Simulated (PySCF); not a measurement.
## Energy of Pt+ (platinum, charge +1) between two integer charges

The 5d beta orbital of [Xe] 4f14 5d9 is emptied in steps (occupation f), with all orbitals relaxed, ending at [Xe] 4f14 5d8. Calculation: PySCF 2.14, in def2-SVP with the def2 core potential (60 electrons); a scalar-relativistic core potential. The exact energy is a straight line in f; departures are measured from the line between the end points of the same method.

```json
{"f": "1", "LDA (eV)": "0.000", "PBE (eV)": "0.000"}
{"f": "0.9", "LDA (eV)": "-0.473", "PBE (eV)": "-0.451"}
{"f": "0.7", "LDA (eV)": "-1.130", "PBE (eV)": "-1.084"}
{"f": "0.5", "LDA (eV)": "-1.367", "PBE (eV)": "-1.317"}
{"f": "0.3", "LDA (eV)": "-1.163", "PBE (eV)": "-1.122"}
{"f": "0.1", "LDA (eV)": "-0.504", "PBE (eV)": "-0.486"}
{"f": "0", "LDA (eV)": "0.000", "PBE (eV)": "0.000"}
```

| method | E(f=0) − E(f=1) (eV) | −ε at f=1 (eV) | −ε at f=0.5 (eV) |
| --- | --- | --- | --- |
| LDA | 19.513 | 14.342 | 19.415 |
| PBE | 19.122 | 14.212 | 19.015 |

Orbital energy along the path (eV):

```json
{"f": "1", "LDA": "-14.342", "PBE": "-14.212"}
{"f": "0.9", "LDA": "-15.239", "PBE": "-15.033"}
{"f": "0.7", "LDA": "-17.254", "PBE": "-16.926"}
{"f": "0.5", "LDA": "-19.415", "PBE": "-19.015"}
{"f": "0.3", "LDA": "-21.660", "PBE": "-21.189"}
{"f": "0.1", "LDA": "-23.967", "PBE": "-23.419"}
{"f": "0", "LDA": "-25.139", "PBE": "-24.557"}
```

Reference removal energy between the ground levels: 18.56 ± 0.12 eV (measured; NIST Atomic Spectra Database, ionization energies). The calculation has no spin-orbit coupling. The determinant left behind need not be the lowest term of the ion.
